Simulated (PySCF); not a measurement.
Calculation: PBE-D3(BJ)/def2-TZVP // B3LYP-D3(BJ)/def2-TZVP (PySCF 2.14.0). Isolated molecules, 0 K electronic values unless said otherwise. 

Reference species (SMILES): `[SiH2]=C1C=C1` (neutral, multiplicity 1).

```
Item             Result
-------------  --------
LUMO           -2.18 eV
dipole moment    3.67 D
HOMO           -4.53 eV
```

After one change: the LUMO drops by 0.64 eV; the dipole moment falls by 3.03 D; the HOMO drops by 0.75 eV.

Problem. Name the change that produced these shifts. The new species is one of these.
(A) `C#C[SiH]=C`
(B) `C=C=C=[SiH2]`
(C) `C=[si]1cc1`
(D) `C#CC=[SiH2]`

Solution. B, `C=C=C=[SiH2]`
